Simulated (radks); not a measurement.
The numbers below are computed, except where a source is named.
Species: Sb+. Configuration: [Kr] 4d10 5s2 5p2. Level of theory: Dirac Kohn-Sham, BLYP, spin-unpolarised, spherical densities, finite nucleus; open shells fill j = l - 1/2 first; Fermi nuclear charge, rms radius 4.6802 fm (a radial shooting solver on a logarithmic mesh with Libxc functionals). Some entries of the table are withheld. Estimate them.

| orbital | occ. | eigenvalue (eV) | <r^2> (bohr^2) |
|---|---|---|---|
| 1s1/2 | 2 | -30295.70 | 0.001094 |
| 2s1/2 | 2 | -4615.583 | 0.01767 |
| 2p1/2 | 2 | -4319.113 | 0.01311 |
| 2p3/2 | 4 | -4067.176 | 0.01441 |
| 3s1/2 | 2 | -911.1116 | 0.1249 |
| 3p1/2 | 2 | -789.8829 | 0.1197 |
| 3p3/2 | 4 | -743.4079 | 0.1281 |
| 3d3/2 | 4 | -529.1628 | 0.1092 |
| 3d5/2 | 6 | -519.5023 | 0.1117 |
| 4s1/2 | 2 | -156.5694 | 0.7073 |
| 4p1/2 | 2 | (1) | 0.7912 |
| 4p3/2 | 4 | (2) | 0.8480 |
| 4d3/2 | 4 | -42.1365 | 1.234 |
| 4d5/2 | 6 | -40.8891 | 1.267 |
| 5s1/2 | 2 | -20.3171 | 5.297 |
| 5p1/2 | 2 | -12.2247 | (3) |
| 5p3/2 | 0 | -11.4927 | (4) |

Answer. 
(1) 4p1/2 eigenvalue (eV): -115.5611
(2) 4p3/2 eigenvalue (eV): -106.9391
(3) 5p1/2 <r^2> (bohr^2): 7.861
(4) 5p3/2 <r^2> (bohr^2): 8.507
